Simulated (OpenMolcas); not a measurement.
## Yb3+ in octahedral coordination: ligands and hosts compared

| Item | Value |
| --- | --- |
| Program | OpenMolcas |
| Method | SS-CASPT2, IPEA 0.25 Eh, imaginary shift 0.1 Eh |
| Active space | 13 electrons in 7 orbitals (4f) |
| Spin-orbit coupling | RASSI with atomic mean-field integrals over the reference wave functions |

Distances were set from a Shannon-type radius of the metal (high-spin where two are listed) plus a fixed donor radius (Br 1.91, Cl 1.76, F 1.31, O 1.38 Å), in hosts weighted 0.65 to 0.35 with the host's distance in the model lattice. Anionic complexes are neutralised by point charges, and hosts are embedded clusters. Ligand basis ANO-RCC-VDZP. States (labels of O, the rotations of Oh). Energies in cm-1 above the lowest state or level, χT in cm3 K/mol; under a threefold ground state the first gap can be a small split of the lowest multiplet, not the spin-orbit step.

| Ligand or host | R (Å) | Metal basis | Outer charge (e at Å behind ligand) | Ground state | First state of that spin | First gap with spin-orbit (degeneracies) | Width of lowest J | χT at 300 K |
| --- | --- | --- | --- | --- | --- | --- | --- | --- |
| CsCaBr3 | 2.801 | ANO-RCC-VDZP |  | 2T1 | 2T2 260 | 160 (2, 4) | 380 | 2.470 |
| Cs2NaYBr6 | 2.773 | ANO-RCC-VDZP |  | 2T1 | 2T2 310 | 190 (2, 4) | 421 | 2.443 |
| Cl | 2.63 | ANO-RCC-VDZP | 0.5 at 2.6 | 2T1 | 2T2 290 | 180 (2, 4) | 422 | 2.444 |
| CsCaF3 | 2.208 | ANO-RCC-VDZP |  | 2T1 | 2T2 640 | 400 (2, 4) | 882 | 2.135 |
| KCdF3 | 2.169 | ANO-RCC-VDZP |  | 2T1 | 2T2 750 | 460 (2, 4) | 1006 | 2.041 |
| CaO | 2.303 | ANO-RCC-VDZP |  | 2T1 | 2T2 850 | 520 (2, 4) | 1169 | 1.950 |
| KMgF3 | 2.111 | ANO-RCC-VDZP |  | 2T1 | 2T2 920 | 560 (2, 4) | 1188 | 1.896 |
| K2NaGaF6 | 2.094 | ANO-RCC-VDZP |  | 2T1 | 2T2 1000 | 610 (2, 4) | 1302 | 1.829 |
| MgO | 2.198 | ANO-RCC-VDZP |  | 2T1 | 2T2 1160 | 700 (2, 4) | 1574 | 1.712 |

The rows also differ in their outer charges, so part of each step comes from that.

The width of the lowest J multiplet rises in the order CsCaBr3 < Cs2NaYBr6 < Cl < CsCaF3 < KCdF3 < CaO < KMgF3 < K2NaGaF6 < MgO, by a factor of 4.14 from first to last.

Roots that are degenerate in the reference are averaged as groups; the widest CASPT2 spread within a group is 41 cm-1 (the 3-fold group of multiplicity 2 near 0 cm-1 above the lowest state of its run, Cs2NaYBr6). Shifts and gaps below about the spread of the groups concerned are not significant. Over all roots computed the reference weight is 0.68 in Cs2NaYBr6, 0.71 in CsCaF3, 0.72 in KCdF3, 0.69 in CaO, 0.72 in KMgF3, 0.72 in K2NaGaF6, 0.70 in MgO; a low but even weight reflects the number of correlated electrons. Splittings of an f shell from a small cluster at a set distance can be off by tens of per cent, mostly too small. No measured value stands beside these numbers; the geometry was imposed, not optimised, and the real ion may take another.
